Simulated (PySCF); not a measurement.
SeSn, neutral, multiplicity 1. Atoms are numbered in the order given.

```xyz
2

Sn     0.0000     0.0000    -0.9440
Se     0.0000     0.0000     1.3883
```

The structure is a stationary point at r2SCAN-D4/def2-TZVP. The def2 effective core potentials stand for the cores of Sn; spin–orbit coupling is left out.

Calculation: HF/def2-TZVPD (PySCF).

Computed frontier levels, gap, dipole moment and polarisability:
```json
{
 "highest_occupied_level": "-9.08 eV",
 "lowest_empty_level": "-0.10 eV",
 "orbital_gap": "8.98 eV",
 "dipole_moment": "3.94 D",
 "quadrupole, principal values (traceless, Buckingham form, about the centre of nuclear charge)": "-3.11, 1.56, 1.56 D·Å",
 "mean_static_polarisability": "74.0 bohr³ (10.97 Å³)",
 "polarisability_principal_values": "59.7, 59.7, 102.7 bohr³"
}
```
